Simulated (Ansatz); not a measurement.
Relaxation of BFH6N3 (11 atoms, charge 0, multiplicity 2), to a largest force component of 0.03 eV/Å in at most 50 steps.

All numbers below come from UKS LDA/cc-pVDZ (Ansatz).

```xyz
11
Properties=species:S:1:pos:R:3
B 0.425 0.001 0.067
F 0.954 0.022 1.311
N 1.332 0.096 -1.010
H 1.062 0.014 -1.989
H 2.338 0.077 -0.845
N -0.972 -0.085 -0.001
H -1.463 -0.073 0.918
H -1.531 -0.038 -0.851
N -1.101 -0.021 2.705
H -0.490 -0.804 3.037
H -0.553 0.811 3.026
```

Task: Where does it end, and by what steps?

Result: It converged. After 13 steps the energy has fallen by 0.175 eV; F2 moved furthest, 0.87 Å.

```
step  energy less start (eV)  largest force component (eV/Å)  accepted
   0                  0.0000                           0.816       yes
   1                 -0.0177                           0.378       yes
   2                 -0.0246                           0.094       yes
   3                 -0.0336                           0.461       yes
   4                 -0.0403                           0.961       yes
   5                 -0.0691                           1.071       yes
   6                 -0.1310                           0.355       yes
   7                 -0.1551                           0.344       yes
   8                 -0.1692                           0.216       yes
   9                 -0.1719                           0.183       yes
  10                 -0.1723                           0.149       yes
  11                 -0.1746                           0.069       yes
  12                 -0.1749                           0.038       yes
  13                 -0.1749                           0.009       yes
```

```xyz
11
Properties=species:S:1:pos:R:3
B 0.549 -0.297 0.115
F 1.237 -0.788 1.184
N 1.305 0.174 -0.974
H 0.890 0.490 -1.850
H 2.316 0.032 -1.012
N -0.867 -0.325 0.182
H -1.311 -0.459 1.175
H -1.417 0.302 -0.416
N -1.242 0.030 2.588
H -0.245 -0.230 2.768
H -1.213 1.073 2.609
```

Whether the end is a true minimum wasn't checked by a vibrational analysis.

Run time: 20 s on 4 threads of Intel(R) Xeon(R) Platinum 8259CL CPU @ 2.50GHz (Skylake/Cascade Lake), with other jobs on the host, peak memory 0.18 GiB.
